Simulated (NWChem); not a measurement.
# HSe anion

Computed with NWChem. Pople sets run with spherical d functions. This build's default masses of Se (78.918 u) and Br (79.917 u) are each other's, which moves their modes by up to 0.6 %. Sets without diffuse functions describe the anion's extra electron poorly. The highest occupied level is positive in some or all of these runs, so the extra electron may be held by the finite basis. B3LYP is NWChem's, with the RPA form of VWN correlation. Each level has its own optimisation; frequencies are unscaled.

```
level                r H–Se (Å)  highest harmonic frequency (cm⁻¹)  zero-point energy (kcal/mol)
-------------------  ----------  ---------------------------------  ----------------------------
Hartree-Fock/6-31G*       1.474                               2456                           3.5
BLYP/def2-SVP             1.502                                  …                           3.2
PBE/def2-SVP              1.494                               2270                           3.2
B3LYP/def2-SVPD           1.483                               2346                           3.4
```

**Question.** Complete the blanks.

**Answer.** 
- BLYP/def2-SVP, highest harmonic frequency (cm⁻¹): 2208
